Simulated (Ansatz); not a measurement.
One change: `[CH3][In]([CH3])[C](C)(C)C` becomes `CSC(C)(C)C`.

Ansatz, PBE0-D4/def2-TZVP geometries, multiplicity 1. 

Elements past krypton have def2 core potentials.

```csv
property,`[CH3][In]([CH3])[C](C)(C)C`
size of the dipole moment (B3LYP/def2-TZVPP) / D,0.13
HOMO energy (PBE/def2-TZVPP) / eV,-5.10
LUMO energy (PBE0/def2-TZVPP) / eV,-0.91
HOMO energy (B3LYP/def2-TZVPP) / eV,-5.98
LUMO energy (PBE/def2-TZVPP) / eV,-1.65
size of the dipole moment (PBE/def2-TZVPP) / D,0.13
```

Task: What does the change do to each property? (An estimate is asked.)

Result: Ansatz gave: 
| property | `CSC(C)(C)C` | shift |
| --- | --- | --- |
| size of the dipole moment (B3LYP/def2-TZVPP) / D | 1.51 | 1.38 |
| HOMO energy (PBE/def2-TZVPP) / eV | -4.97 | 0.13 |
| LUMO energy (PBE0/def2-TZVPP) / eV | 1.03 | 1.94 |
| HOMO energy (B3LYP/def2-TZVPP) / eV | -5.97 | 0.01 |
| LUMO energy (PBE/def2-TZVPP) / eV | 0.13 | 1.78 |
| size of the dipole moment (PBE/def2-TZVPP) / D | 1.49 | 1.36 |

Dipoles are sizes alone; their direction can turn.

B3LYP here is the variant with VWN-RPA as its local correlation; programs differ in this.
